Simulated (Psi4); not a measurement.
H4O4Si, charge +1, doublet, at a GFN2-xTB geometry (a state made from the parent by changing its charge; the spin is typed, not shown lowest); Psi4 with PBE/6-31G**.

Here is a job for Psi4.
```
memory 2 GB

molecule mol {
1 2
  O     0.796124    1.187021   -0.751768
  Si    0.000000    0.000000   -0.000000
  O    -1.092525    0.616850    1.016795
  O    -0.782245   -0.916290   -1.075403
  O     1.078646   -0.887580    0.810376
  H     1.067174    2.052934   -0.435624
  H    -1.477824    0.247941    1.815964
  H    -1.213786   -0.677848   -1.900108
  H     1.624436   -1.623027    0.519767
symmetry c1
no_reorient
no_com
}

set basis 6-31g**
set reference uks

energy('pbe')
print_variables()
```

What the program printed (banner, timings and long lists left out):

```
   => Loading Basis Set <=

    Name: 6-31G**
    Role: ORBITAL
    Keyword: BASIS

         ---------------------------------------------------------
                                   SCF
               by Justin Turney, Rob Parrish, Andy Simmonett
                          and Daniel G. A. Smith
                              UKS Reference
         ---------------------------------------------------------

  ==> Geometry <==

    Molecular point group: c1
    Full point group: C1

    Geometry (in Angstrom), charge = 1, multiplicity = 2:

       Center              X                  Y                   Z               Mass
    ------------   -----------------  -----------------  -----------------  -----------------
         O            0.796124000000     1.187021000000    -0.751768000000    15.994914619570
         SI           0.000000000000     0.000000000000     0.000000000000    27.976926534650
         O           -1.092525000000     0.616850000000     1.016795000000    15.994914619570
         O           -0.782245000000    -0.916290000000    -1.075403000000    15.994914619570
         O            1.078646000000    -0.887580000000     0.810376000000    15.994914619570
         H            1.067174000000     2.052934000000    -0.435624000000     1.007825032230
         H           -1.477824000000     0.247941000000     1.815964000000     1.007825032230
         H           -1.213786000000    -0.677848000000    -1.900108000000     1.007825032230
         H            1.624436000000    -1.623027000000     0.519767000000     1.007825032230

  Running in c1 symmetry.

  Rotational constants: A =      0.13595  B =      0.13253  C =      0.13253 [cm^-1]
  Rotational constants: A =   4075.57360  B =   3973.00359  C =   3973.00301 [MHz]
  Nuclear repulsion =  270.656355996939226

  Charge       = 1
  Multiplicity = 2
  Electrons    = 49
  Nalpha       = 25
  Nbeta        = 24

  ==> Algorithm <==

  SCF Algorithm Type is DF.
  DIIS enabled.
  MOM disabled.
  Fractional occupation disabled.
  Guess Type is SAD.
  Energy threshold   = 1.00e-06
  Density threshold  = 1.00e-06
  Integral threshold = 1.00e-12

  ==> Primary Basis <==

  Basis Set: 6-31G**
    Blend: 6-31G**
    Number of shells: 44
    Number of basis functions: 99
    Number of Cartesian functions: 99
    Spherical Harmonics?: false
    Max angular momentum: 2

  ==> DFT Potential <==

   => LibXC <=

    Version 7.1.2
[...]
   @DF-UKS iter  88:  -592.08080426819424    5.19389e-04   2.60977e-03 DIIS/ADIIS
   @DF-UKS iter  89:  -592.07780644264358    2.99783e-03   2.70751e-03 DIIS/ADIIS
   @DF-UKS iter  90:  -592.08273487004271   -4.92843e-03   2.53592e-03 DIIS/ADIIS
   @DF-UKS iter  91:  -592.08279181399621   -5.69440e-05   2.53206e-03 DIIS/ADIIS
   @DF-UKS iter  92:  -592.07773673242752    5.05508e-03   2.69765e-03 DIIS/ADIIS
   @DF-UKS iter  93:  -592.12035695861550   -4.26202e-02   9.31022e-04 DIIS/ADIIS
   @DF-UKS iter  94:  -592.08235502276443    3.80019e-02   2.56282e-03 DIIS/ADIIS
   @DF-UKS iter  95:  -592.07933093071949    3.02409e-03   2.66119e-03 DIIS/ADIIS
   @DF-UKS iter  96:  -592.08098327431355   -1.65234e-03   2.60184e-03 DIIS/ADIIS
   @DF-UKS iter  97:  -592.12312414149653   -4.21409e-02   6.06991e-04 DIIS/ADIIS
   @DF-UKS iter  98:  -592.09548228383346    2.76419e-02   2.12069e-03 DIIS/ADIIS
   @DF-UKS iter  99:  -592.09074594835522    4.73634e-03   2.27380e-03 DIIS/ADIIS
   @DF-UKS iter 100:  -592.11848175251430   -2.77358e-02   1.04459e-03 DIIS/ADIIS

PsiException: Could not converge SCF iterations in 100 iterations.

  Failed to converge.

Traceback (most recent call last):
  File "psi4", line 375, in <module>
  File "<string>", line 33, in <module>
  File "site-packages/psi4/driver/driver.py", line 533, in energy
  File "site-packages/psi4/driver/procrouting/proc.py", line 2760, in run_scf
  File "site-packages/psi4/driver/procrouting/proc.py", line 2047, in scf_helper
  File "site-packages/psi4/driver/procrouting/scf_proc/scf_iterator.py", line 93, in scf_compute_energy
  File "site-packages/psi4/driver/procrouting/scf_proc/scf_iterator.py", line 86, in scf_compute_energy
  File "site-packages/psi4/driver/procrouting/scf_proc/scf_iterator.py", line 609, in scf_iterate

psi4.driver.p4util.exceptions.SCFConvergenceError: Could not converge SCF iterations in 100 iterations.

Printing out the relevant lines from the Psithon --> Python processed input file:
    no_com
    ""","mol")
    core.IO.set_default_namespace("mol")
    core.set_global_option("BASIS", "6-31g**")
    core.set_global_option("REFERENCE", "uks")
--> energy('pbe')
    print_variables()

!-------------------------------------------------------!
!                                                       !
!  Could not converge SCF iterations in 100 iterations. !
!                                                       !
!-------------------------------------------------------!
```

The run did not converge; its last values are not results.
